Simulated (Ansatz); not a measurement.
```yaml
crystal:
  periodic: [false, false, false]
  atoms:
    - {symbol: O, position_ang: [0.153893, 0.015542, 1.398376]}
    - {symbol: Ti, position_ang: [0.197288, -0.160635, -0.344360]}
    - {symbol: F, position_ang: [1.760398, -0.764352, -0.816712]}
    - {symbol: Cl, position_ang: [-1.389310, -1.516073, -0.982322]}
    - {symbol: I, position_ang: [-0.221505, 2.130300, -1.405236]}
    - {symbol: H, position_ang: [-0.458564, 0.231319, 2.103953]}
basis:
  gaussian: {orbitals: def2-TZVPD}
hamiltonian: {xc: {name: HF}}
correlation: {method: mp2, frozen_orbitals: {O: 0}}
```

```sh
$ ansatz run in.yaml --threads 4 --pin off --events-out ev --progress --plain --max-ram 10444MiB
```

**Question.** How does Ansatz answer? (Best estimate.)

**Answer.** Ansatz gave: The program refused the input.
```
Functional definition: HF
Error: "frozen_orbitals" has no count for Ti
```
